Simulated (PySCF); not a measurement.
Species: C₅H₅F₂OS (doublet state).
Structure used (GFN2-xTB), in Å, numbered top down from 1:
```
atom  x, y, z in Å
O1     0.4787    1.7760    1.8773
S2    -0.0905    0.4666    1.5743
C3    -1.6434    0.6053    0.6863
F4    -2.7621    0.6599    1.4285
C5    -1.6841   -0.2127   -0.5544
C6    -0.2560   -0.4620   -0.9072
C7     0.6391   -0.1330    0.0109
C8     2.1226   -0.2110   -0.0493
F9     2.5543   -0.7359   -1.2398
H10   -2.2018    0.3164   -1.3635
H11   -2.2345   -1.1518   -0.4018
H12    0.0034   -0.8580   -1.8769
H13    2.5159   -0.8521    0.7492
H14    2.5576    0.7917    0.0442
```

The hyperfine couplings belong to this conformer and change with its torsions.

The species is `O=[S@]1[C](F)CC=C1CF` [radical].

Method used: UKS B3LYP, pcH-1 on C F H O S, non-relativistic, mean-field spin-orbit, GIAO in PySCF. The structure is a single GFN2-xTB conformer in the gas phase; no vibrational or solvent corrections. A GFN2-xTB geometry isn't a minimum of the functional, and hyperfine couplings can be far from their values at a DFT geometry. No stability test was run, so a lower SCF solution isn't excluded.

The isotropic 13C couplings are +244.0, -17.6, +5.6, +1.4 MHz. Assign them to C3; C5; C6; C8.

| site | a_iso (MHz) | ρ(0) (bohr⁻³) | position | distance from C3 (Å) | spin population | largest \|T\| (MHz) |
| --- | --- | --- | --- | --- | --- | --- |
| C3 | +244.0 | +0.2169 | largest spin population | 0.00 | +0.84 | 149.5 |
| C5 | -17.6 | -0.0157 | 1 bond from C3 | 1.49 | -0.06 | 3.9 |
| C6 | +5.6 | +0.0050 | 2 bonds from C3 | 2.37 | 0.00 | 2.0 |
| C8 | +1.4 | +0.0013 | 3 bonds from C3 | 3.92 | 0.00 | 0.6 |

ρ(0) is the spin density at the nucleus and T the dipolar tensor; a_iso includes a spin–orbit part. Largest spin populations (Mulliken): C3 (+0.84) and F4 (+0.07). No atom but C3 exceeds +0.15. The angles at C3 add up to 347.4°, so it is slightly pyramidal.
